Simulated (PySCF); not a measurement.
Method: TPSSh-D3(BJ)/def2-TZVP // TPSS-D3(BJ)/def2-SVP (PySCF). Isolated molecules, 0 K electronic values unless said otherwise. One relaxed conformer stands for a flexible species; it need not be the lowest. 

Reference species: [Y(F)3] (neutral, multiplicity 1).

mean distance from the central atom to its bonded neighbours: 2.004 Å
HOMO–LUMO gap: 6.79 eV
LUMO: -2.62 eV

After one change: the mean distance from the central atom to its bonded neighbours increases by 0.011 Å; the HOMO–LUMO gap drops by 1.23 eV; the LUMO increases by 0.38 eV.

Name the change that produced these shifts. The new species is one of these.
A. [Y(F)(OH)2]
B. [Y(F)2(OH)]
C. [Y(OH)3]

B, [Y(F)2(OH)]
